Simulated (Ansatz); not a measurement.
Ansatz (a first-principles code) input for Cl5Nb, SMILES [Cl][Nb-]([Cl])([Cl])([Cl])[Cl] (connectivity only; charge and spin as stated), charge -1, multiplicity 2, PBE-D3(BJ)/def2-SVPD. 

Ansatz 0.2 input:
```yaml
crystal:
  periodic: [false, false, false]
  atoms:
    - {symbol: Nb, position_ang: [-0.00000000, 0.00000000, -0.03345528]}
    - {symbol: Cl, position_ang: [-0.00000002, 2.43711799, -0.02386230]}
    - {symbol: Cl, position_ang: [0.00000001, -2.43711799, -0.02386230]}
    - {symbol: Cl, position_ang: [0.00000001, 0.00000000, 2.32723709]}
    - {symbol: Cl, position_ang: [-2.09108138, -0.00000002, -1.09941310]}
    - {symbol: Cl, position_ang: [2.09108138, 0.00000002, -1.09941312]}
basis:
  gaussian:
    orbitals: def2-SVPD
hamiltonian:
  xc: pbe
  dispersion: d3bj
total_charge: -1
magnetization: {spin_polarized: true, initial_magnetization: 1}
relax: {f_tol: 0.002, max_steps: 200}
```

Output:

```
WARN ansatz: RAYON_NUM_THREADS=2 ignored (pool sized by the plan → 2); use --threads N
Functional definition: PBE
integrals: 0.17 GiB planned
1657 factors; their error is unknown
mean field: 1.01 GiB planned
mean field evaluation 1: about -64129.7656 eV, gradient 1.4e1 eV
mean field evaluation 2: about -64091.7478 eV, gradient 9.3e1 eV
mean field evaluation 4: about -64130.9114 eV, gradient 2.5e0 eV
mean field evaluation 8: about -64130.9063 eV, gradient 8.7e-2 eV
mean field evaluation 16: about -64130.9063 eV, gradient 6.3e-5 eV
mean field evaluation 32: about -64130.8555 eV, gradient 2.6e-6 eV
mean field evaluation 64: about -64130.2548 eV, gradient 6.4e-1 eV
mean field evaluation 96: about -64130.8327 eV, gradient 2.9e0 eV
mean field -64130.90633653 eV, -2356.7673383780 hartree, gradient 3.3e-6 eV, S^2 0.754387; 16 other end points of the search recorded, 0 dependent functions left out
the calculation of the forces begins
reference -64130.90638213 eV, -2356.7673400537 hartree; 50, 49 occupied and 119, 120 virtual orbitals, 1657 factors
relax step   1: F+E_penalty+E_count = -64131.23079797 eV  Δ(F+E_penalty+E_count) = +0.000e0 eV  max|allowed force component| = 8.807e-2 eV/Å  Δτ_max = 0.0000 Å  (338 SCF iters, accepted)
these checks for a lower state are left out or cut short: starts, cluster_reference, orbital_swaps, neighbouring_geometries, increment
integrals: 0.17 GiB planned
1657 factors; their error is unknown
mean field: 1.01 GiB planned
mean field -64130.90593979 eV, -2356.7673237979 hartree, gradient 5.5e-6 eV, S^2 0.754268; 0 other end points of the search recorded, 0 dependent functions left out
the calculation of the forces begins
reference -64130.90598527 eV, -2356.7673254693 hartree; 50, 49 occupied and 119, 120 virtual orbitals, 1657 factors
relax step   2: F+E_penalty+E_count = -64131.23179207 eV  Δ(F+E_penalty+E_count) = -9.941e-4 eV  max|allowed force component| = 3.601e-2 eV/Å  Δτ_max = 0.0145 Å  (50 SCF iters, accepted)
these checks for a lower state are left out or cut short: starts, cluster_reference, orbital_swaps, neighbouring_geometries, increment
integrals: 0.17 GiB planned
1657 factors; their error is unknown
mean field: 1.01 GiB planned
mean field evaluation 128: about -64130.9066 eV, gradient 9.9e-6 eV
mean field -64130.90657093 eV, -2356.7673469920 hartree, gradient 9.8e-6 eV, S^2 0.754301; 0 other end points of the search recorded, 0 dependent functions left out
the calculation of the forces begins
reference -64130.90661644 eV, -2356.7673486646 hartree; 50, 49 occupied and 119, 120 virtual orbitals, 1657 factors
relax step   3: F+E_penalty+E_count = -64131.23201351 eV  Δ(F+E_penalty+E_count) = -2.214e-4 eV  max|allowed force component| = 2.267e-3 eV/Å  Δτ_max = 0.0039 Å  (50 SCF iters, accepted)
these checks for a lower state are left out or cut short: starts, cluster_reference, orbital_swaps, neighbouring_geometries, increment
integrals: 0.17 GiB planned
1657 factors; their error is unknown
mean field: 1.01 GiB planned
mean field -64130.90659533 eV, -2356.7673478888 hartree, gradient 3.6e-6 eV, S^2 0.754302; 0 other end points of the search recorded, 0 dependent functions left out
the calculation of the forces begins
reference -64130.90664085 eV, -2356.7673495614 hartree; 50, 49 occupied and 119, 120 virtual orbitals, 1657 factors
relax step   4: F+E_penalty+E_count = -64131.23201916 eV  Δ(F+E_penalty+E_count) = -5.647e-6 eV  max|allowed force component| = 1.223e-3 eV/Å  Δτ_max = 0.0013 Å  (43 SCF iters, accepted)
integrals: 0.17 GiB planned
1657 factors; their error is unknown
mean field: 1.01 GiB planned
mean field evaluation 160: about -64130.9066 eV, gradient 6.9e-5 eV
mean field evaluation 192: about -64130.8607 eV, gradient 4.2e-1 eV
mean field evaluation 224: about -64130.7601 eV, gradient 4.2e0 eV
mean field -64130.90659533 eV, -2356.7673478888 hartree, gradient 3.6e-6 eV, S^2 0.754302; 15 other end points of the search recorded, 0 dependent functions left out
the calculation of the forces begins
reference -64130.90664085 eV, -2356.7673495614 hartree; 50, 49 occupied and 119, 120 virtual orbitals, 1657 factors
Total energy: -64131.23206467 eV, -2356.7793086663 hartree
Atom 0 at     0.000000    -0.000000    -0.034032 Å, force     0.000000    -0.000000    -0.000271 eV/Å
Atom 1 at    -0.000000     2.429082    -0.015412 Å, force    -0.000000    -0.000636     0.000321 eV/Å
Atom 2 at     0.000000    -2.429082    -0.015412 Å, force     0.000000     0.000636     0.000321 eV/Å
Atom 3 at     0.000000    -0.000000     2.321045 Å, force    -0.000000    -0.000000     0.001055 eV/Å
Atom 4 at    -2.085473    -0.000000    -1.104479 Å, force     0.001223     0.000000    -0.000713 eV/Å
Atom 5 at     2.085473     0.000000    -1.104479 Å, force    -0.001223     0.000000    -0.000713 eV/Å
Dipole moment:     0.000000     0.000000    -0.130854 e Å
```

Self-consistency was reached.
